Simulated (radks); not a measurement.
Removal energies from the rubidium ion Rb6+, [Ar] 3d10 4s2 4p1, by Delta-SCF beside the eigenvalue of the level emptied. All-electron calculation, non-relativistic Kohn-Sham, PBE, spin-polarised, spherical densities, point nucleus. Program: a radial shooting solver on a logarithmic mesh with Libxc functionals. Open shells are filled with parallel spins first.

[
 {"removed from": "4p", "final configuration": "[Ar] 3d10 4s2", "Delta-SCF (eV)": "97.824", "-eigenvalue (eV)": "90.516"},
 {"removed from": "4s", "final configuration": "[Ar] 3d10 4s1 4p1", "Delta-SCF (eV)": "114.24", "-eigenvalue (eV)": "106.54"},
 {"removed from": "3d", "final configuration": "[Ar] 3d9 4s2 4p1", "Delta-SCF (eV)": "212.46", "-eigenvalue (eV)": "194.84"},
 {"removed from": "3p", "final configuration": "[Ne] 3s2 3p5 3d10 4s2 4p1", "Delta-SCF (eV)": "328.64", "-eigenvalue (eV)": "311.23"}
]
